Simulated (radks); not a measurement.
Question: Species: Rh2+. Configuration: [Kr] 4d7. All-electron calculation, scalar-relativistic Kohn-Sham, r2SCAN, spin-unpolarised, spherical densities, finite nucleus; meta-GGA in the generalised Kohn-Sham scheme; Fermi nuclear charge, rms radius 4.4945 fm. Program: a radial shooting solver on a logarithmic mesh with Libxc functionals. Some entries of the table are withheld. Estimate them.

| orbital | occ. | eigenvalue (eV) | <r> (bohr) |
|---|---|---|---|
| 1s | 2 | -23106.88 | 0.03263 |
| 2s | 2 | -3381.380 | 0.1418 |
| 2p | 6 | -3029.851 | 0.1237 |
| 3s | 2 | (1) | 0.3897 |
| 3p | 6 | -510.7151 | 0.3899 |
| 3d | 10 | -324.8013 | 0.3704 |
| 4s | 2 | -105.7688 | 0.9813 |
| 4p | 6 | -72.7553 | (2) |
| 4d | 7 | -25.7999 | (3) |

Answer: 
(1) 3s eigenvalue (eV): -627.3004
(2) 4p <r> (bohr): 1.077
(3) 4d <r> (bohr): 1.436
